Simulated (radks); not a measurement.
Values are calculated unless marked as measured or tabulated.
All-electron atom: Zn in [Ar] 3d10 4s1 5f1 (not the ground configuration).

Code: a radial shooting solver on a logarithmic mesh with Libxc functionals. Model: Dirac Kohn-Sham, LDA (Slater exchange, Perdew-Wang correlation), spin-unpolarised, spherical densities, point nucleus; open shells fill j = l - 1/2 first.

Energy parts (Ry):
total: -3586.06842
kinetic: 3651.23553
electron-nucleus: -8639.31824
Hartree: 1539.25282
exchange-correlation: -137.23853

Orbitals (lengths in bohr, moments of r in powers of bohr; r(max) is where P^2 peaks):
orbital  occ.  eigenvalue (Ry)      <r>   r(max)    <1/r>  small-component weight
1s1/2       2        -699.2146  0.05038  0.03296    30.18                1.17e-02
2s1/2       2        -85.56736   0.2264   0.1897    6.608                2.23e-03
2p1/2       2        -75.52221   0.1961   0.1502    6.574                2.22e-03
2p3/2       4        -73.77133   0.1995   0.1530    6.416                2.18e-03
3s1/2       2        -10.08396   0.6825   0.5888    2.094                4.98e-04
3p1/2       2         -6.90372   0.7070   0.5867    1.963                4.50e-04
3p3/2       4         -6.67780   0.7180   0.5951    1.924                4.39e-04
3d3/2       4         -1.41073   0.8929   0.5622    1.527                2.98e-04
3d5/2       6         -1.38422   0.9006   0.5652    1.515                2.95e-04
4s1/2       1         -0.97011    2.380    1.977   0.5461                4.87e-05
5f5/2       1         -0.02710    29.80    32.54  0.04217                6.00e-07
5f7/2       0         -0.02710    29.80    32.54  0.04217                6.00e-07

The highest occupied level is 5f5/2 at -0.369 eV. The density falls to 0.001 e/bohr^3 at r = 3.62 bohr. Summed over all electrons, <r^2> = 1018 bohr^2, which gives a Langevin (diamagnetic) susceptibility term of -806 x 10^-6 cm^3/mol.
